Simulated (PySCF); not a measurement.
F₃H₂NTi, multiplicity 1. Atoms are numbered in the order given.

```xyz
7

Ti     0.0461     0.0235     0.0000
F      0.4732     0.8686    -1.4764
F      0.4732     0.8686     1.4764
F      0.8677    -1.5366     0.0000
N     -1.7993    -0.2328     0.0000
H     -2.3727    -0.3466    -0.8436
H     -2.3727    -0.3466     0.8436
```

The structure is a stationary point at PBE-D3(BJ)/def2-SVP. The spin state was assumed, not searched. The structure was generated by enumeration; whether it is a known compound was not checked. Other conformers were not sampled.

Level of theory: PySCF with KT2/pcSseg-1.

GIAO shieldings, no solvent; atoms alike by connectivity are averaged. δ = σ(ref) − σ: ¹⁹F against CFCl3 (σ = 127.1 ppm); ¹⁵N against NH3 (σ = 266.2 ppm); ¹H against TMS (σ = 31.47 ppm), references at their B3LYP-D3(BJ)/def2-TZVP geometries, non-relativistic.

Computed chemical shifts:
```json
[
 {"nucleus": "¹⁹F", "atoms": "F2, F3, F4", "count": "3", "δ (ppm)": "295.3"},
 {"nucleus": "¹⁵N", "atoms": "N5", "count": "1", "δ (ppm)": "233.2"},
 {"nucleus": "¹H", "atoms": "H6, H7", "count": "2", "δ (ppm)": "7.86"}
]
```
